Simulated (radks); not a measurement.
Values are calculated unless marked as measured or tabulated.
Question: The mean radii <r> (bohr) of the occupied orbitals of an atom or ion are listed with their occupations. Code: a radial shooting solver on a logarithmic mesh with Libxc functionals. Model: Dirac Kohn-Sham, PBE, spin-unpolarised, spherical densities, finite nucleus; Fermi nuclear charge, rms radius of each element as measured or else 0.836 A^(1/3) + 0.57 fm.

orbital  occ.      <r>
1s1/2       2  0.03428
2s1/2       2   0.1493
2p1/2       2   0.1271
2p3/2       4   0.1318
3s1/2       2   0.4152
3p1/2       2   0.4090
3p3/2       4   0.4196
3d3/2       4   0.3970
3d5/2       6   0.4005
4s1/2       2    1.058
4p1/2       2    1.152
4p3/2       4    1.183
4d3/2       4    1.714
4d5/2       1    1.737
5s1/2       2    3.305

Name the element and its charge. Open shells, if any, fill j = l - 1/2 first.

Answer: Z = 43, technetium, charge 0: Tc in [Kr] 4d5 5s2. The 1s radius gives Z: for a bare nucleus <r> = (2 gamma + 1)/(2Z) with gamma = sqrt(1 - (Z/c)^2), 0.03371 bohr for Z = 43, and screening makes it slightly larger (0.03428 here). The occupations add up to 43, and the charge is Z minus that.
